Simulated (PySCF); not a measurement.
Dipole response of Zr²⁺ (zirconium, charge +2)

[Kr] 4d2, high-spin 3F determinant. All numbers are calculated (PySCF 2.14, the spin-free X2C one-electron Hamiltonian (Gaussian nucleus), in aug-cc-pVTZ-DK). Coupled (time-dependent) response in atomic units; α is the mean over directions.

```
method  mean α (bohr³)  C₆ (like pair)  S(−4)
  PBE0           12.04           59.08  98.53
```

S(−4) is the Cauchy moment in α(ω) = α(0) + S(−4) ω² + …

Spin-orbit coupling is absent.

α(iu) at PBE0:

```csv
u (hartree),α(iu) (bohr³)
0,12.04
0.0500,11.80
0.100,11.18
0.200,9.561
0.300,8.125
0.500,6.138
0.750,4.594
1.00,3.568
1.50,2.297
2.00,1.575
3.00,0.8503
5.00,0.3544
```

A single London oscillator, α(iu) = α/(1 + u²/ω²), gives C₆ = (3/4) ω α². Matching the computed C₆ needs ω = 4 × 59.08 / (3 × 12.04²) = 0.543 hartree.

For an ion, C₆ is the dispersion term alone; charge-induced terms of lower order in 1/R come first.
